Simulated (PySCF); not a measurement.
NMR problem set

Relativity neglected, fast rotation and ring inversion assumed for equivalent nuclei, isolated molecule, one conformer. PBE0/pcSseg-1 with gauge-including orbitals; GFN2-xTB geometry; PySCF 2.14.

References, each an isolated molecule treated in the same way: TMS for ¹H, ¹³C. Splittings of carbon signals by F and P are missing where no couplings were computed. Where no couplings were computed, multiplicities follow the n + 1 count of equivalent neighbours, and m marks all less simple cases (inequivalent or close neighbours, rings, F or P nearby). Shifts are as computed. Against solution values, carbons near 30 ppm lie about +3 ppm off and those near 130 ppm about +5 ppm. Of 1211 compounds with measured shifts, 218 miss one by over three times the rms of a fit or turn the order of signals round; such compounds aren't used in these exercises.

**Question.** C₆H₁₃OP. ¹H NMR (400 MHz, computed): δ 9.42 (m, 1H), 3.78 (s, 3H), 1.27 (m, 9H). ¹³C{¹H} NMR (computed): δ 218.2 (CH), 61.3 (CH3), 34.5 (CH3), 34.4 (C). Identify the compound.

**Answer.** SMILES CC(/P=C/OC)(C)C. 4 carbon signals for 6 carbons: some carbons are equivalent by symmetry or fast rotation. Carbon types of the structure: 1 × C, 1 × CH, 4 × CH3, which accounts for all hydrogens. δC 218.2: carbon double-bonded to a heavier main-group atom. δC 61.3: methyl carbon bonded to O; deshielded by the electronegative neighbour. δH 9.42: hydrogen on a carbon double-bonded to a heavier main-group atom. δH 3.78: hydrogen on a methyl carbon bonded to O; its carbon carries O, hence the downfield position.

The data come from this structure; uniqueness wasn't tested.

**Question.** C₆H₁₃OP. ¹H NMR (400 MHz, computed): δ 2.53 (m, 2H), 2.34 (m, 2H), 1.88 (m, 1H), 1.34 (m, 1H), 1.23 (m, 6H), 1.20 (m, 1H). ¹³C{¹H} NMR (computed): δ 38.9 (CH2), 32.7 (CH), 15.4 (CH3), 10.2 (CH2). What is it?

**Answer.** SMILES CC(C)P1(=O)CCC1. 4 carbon signals for 6 carbons: some carbons are equivalent by symmetry or fast rotation. Carbon types of the structure: 1 × CH, 3 × CH2, 2 × CH3, which accounts for all hydrogens. δC 15.4: methyl carbon; a saturated carbon with 1 carbon neighbour and no heteroatom attached. δC 10.2: sp3 CH2 in a ring; saturated and bonded to C and H only. δH 2.53, 2.34: hydrogen on an sp3 CH2 bonded to P. δH 1.34: hydrogen on an sp3 CH bonded to P.

This is the structure that produced the data.
